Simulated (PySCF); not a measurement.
Molfile (atoms numbered from 1):
```
C2H10NPSi2
     RDKit          3D

 16 15  0  0  0  0  0  0  0  0999 V2000
   -3.1991    1.3673   -0.1183 C   0  0  0  0  0  0  0  0  0  0  0  0
   -2.0040    0.9062   -0.5060 C   0  0  0  0  0  0  0  0  0  0  0  0
   -1.1777   -0.5638    0.2964 Si  0  0  0  0  0  4  0  0  0  0  0  0
    0.3819   -0.1317    0.9471 N   0  0  0  0  0  0  0  0  0  0  0  0
    1.9274   -0.8928    0.7165 Si  0  0  0  0  0  4  0  0  0  0  0  0
    3.4147    0.6695    0.0226 P   0  0  0  0  0  0  0  0  0  0  0  0
   -3.7587    0.8994    0.7007 H   0  0  0  0  0  0  0  0  0  0  0  0
   -3.6785    2.2293   -0.5964 H   0  0  0  0  0  0  0  0  0  0  0  0
   -1.4900    1.4192   -1.3306 H   0  0  0  0  0  0  0  0  0  0  0  0
   -0.9176   -1.6531   -0.6920 H   0  0  0  0  0  0  0  0  0  0  0  0
   -2.1259   -1.0622    1.3451 H   0  0  0  0  0  0  0  0  0  0  0  0
    0.3852    0.6814    1.5601 H   0  0  0  0  0  0  0  0  0  0  0  0
    1.7228   -2.0064   -0.2564 H   0  0  0  0  0  0  0  0  0  0  0  0
    2.5001   -1.4576    1.9811 H   0  0  0  0  0  0  0  0  0  0  0  0
    4.4818   -0.2690   -0.1359 H   0  0  0  0  0  0  0  0  0  0  0  0
    3.0111    0.6028   -1.3465 H   0  0  0  0  0  0  0  0  0  0  0  0
  1  2  2  0
  2  3  1  0
  3  4  1  0
  4  5  1  0
  5  6  1  0
  1  7  1  0
  1  8  1  0
  2  9  1  0
  3 10  1  0
  3 11  1  0
  4 12  1  0
  5 13  1  0
  5 14  1  0
  6 15  1  0
  6 16  1  0
M  END
```

Geometry: PBE0-D3(BJ)/def2-SVP; GIAO absolute shieldings from PySCF 2.14.0 with density-fitted response routines, gas phase, non-relativistic, averaged over equivalent atoms.

At PBE0/6-31G* (116 basis functions, 13 s wall time on 1 thread of an Arm Neoverse V2, shared host):
```tsv
atoms	σ (ppm)
C1	60.2
C2	65.1
Si5	418.5
Si3	420.3
N4	251.0
P6	603.8
H9	25.76
H7	25.78
H8	25.78
H13/H14	26.39
H10/H11	26.79
H15/H16	30.29
H12	32.88
```

Predict the values at B97-2/pcSseg-1 on the same geometry.

Results:


```
  atoms  σ at B97-2/pcSseg-1  change
     C1                 41.5   -18.7
     C2                 43.1   -22.0
    Si5                380.4   -38.1
    Si3                382.6   -37.7
     N4                245.3    -5.7
     P6                578.0   -25.8
     H9                25.08   -0.68
     H7                25.17   -0.61
     H8                25.09   -0.69
H13/H14                26.17   -0.22
H10/H11                26.63   -0.16
H15/H16                29.74   -0.55
    H12                31.96   -0.92
```

The largest change is at Si5 (silicon bonded to N, P, 2 H). Cost: 173 basis functions, 28 s wall time on 1 thread of an x86-64 server CPU, shared host.
